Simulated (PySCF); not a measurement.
C₅H₁₄SSi.
SMILES with atom numbers: `[CH3:1][C:2]([CH3:3])([CH3:4])[CH2:5][S:6][SiH3:7]` (hydrogens: H8, H9, H10 on C1; H11, H12, H13 on C3; H14, H15, H16 on C4; H17, H18 on C5; H19, H20, H21 on Si7)

Theory: PySCF, PBE0-D3(BJ)/def2-SVP geometry optimisation, gas phase.

Task: Give the optimised bond lengths and angles.

Result: 
| bond | length (pm) |
| --- | --- |
| C1–C2, C2–C3, C2–C4 | 153.0 |
| C2–C5 | 153.6 |
| C5–S6 | 183.7 |
| S6–Si7 | 213.4 |
| C1–H8 and 8 like bonds | 110.1 |
| C5–H17, C5–H18 | 110.2 |
| Si7–H19, Si7–H20, Si7–H21 | 149.4 |

Bonds in one row agree within 1 pm and their mean is given. A selection of angles:
| angle | degrees |
| --- | --- |
| C2–C1–H8 | 111.1 |
| H8–C1–H9 | 107.7 |
| C1–C2–C3 | 109.5 |
| C1–C2–C5 | 110.4 |
| C3–C2–C5 | 106.9 |
| C2–C5–S6 | 112.6 |
| C2–C5–H17 | 109.6 |
| S6–C5–H17 | 108.5 |
| H17–C5–H18 | 108.0 |
| C5–S6–Si7 | 98.9 |
| S6–Si7–H19 | 106.2 |
| S6–Si7–H20 | 111.7 |
| H19–Si7–H20 | 109.8 |
| H20–Si7–H21 | 107.9 |

Dihedral angles: C1–C2–C5–S6 -61° (synclinal); C2–C5–S6–Si7 -177° (antiperiplanar). The mirror-image conformer, all signs reversed, is as good.

Of the pairs four or more bonds apart, S6···H9 is among the closest relative to their van der Waals radii: 2.78 Å, 93 % of the sum of Bondi's values. S6 (sulfur bonded to C and Si) is bent (angle 98.9°). Si7 (SiH3 silicon) is tetrahedral (angles from 106.2° to 111.7°).

Point group: near Cs, missed by 0.16 Å at most; the miss may be what the optimiser left on a soft mode. No frequency check. One conformer, not necessarily the lowest.

Time: 1.8 min; peak memory 0.74 GiB. Hardware: one thread, Arm Neoverse N1 (aarch64), no GPU (shared host). This is the geometry optimisation.
